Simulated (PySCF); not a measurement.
Species: InCl2F.
Cartesian coordinates in Å at the PBE0-D3(BJ)/def2-SVP level; atoms count from 1:
```xyz
4
Cl2FIn angstrom
In    -0.0269   -0.0571    0.0089
Cl     2.2604    0.0346    0.3527
Cl    -1.2894    1.7671   -0.6548
F     -0.9442   -1.7447    0.2931
```

Method used: PBE0-D3(BJ)/def2-SVP geometry optimisation, gas phase, def2 core potentials past Kr (PySCF).

Question: Which atoms are bound to In1, and at what distances?

Answer: 3 atoms: F4 1.942 Å, Cl2 2.315 Å, Cl3 2.316 Å.

Question: List the angles at In1.

Answer: 
| angle | degrees | distance of the outer atoms (Å) |
| --- | --- | --- |
| Cl2–In1–Cl3 | 123.4 | 4.08 |
| Cl2–In1–F4 | 118.7 | 3.67 |
| Cl3–In1–F4 | 118.0 | 3.65 |

Question: What is the shape at In1?

Answer: Planar: angles 123.4°, 118.7° and 118.0°, sum 360.0°, 0.00 Å off the plane of its three neighbours.

Question: What are the rotational constants (commonest isotopes, rigid rotor)?

Answer: A = 3412, B = 1739, C = 1152 MHz: an asymmetric top.

Point group: C2v (tolerance 0.08 Å). Charge 0, singlet. PBE0-D3(BJ)/def2-SVP frequencies: not computed here.
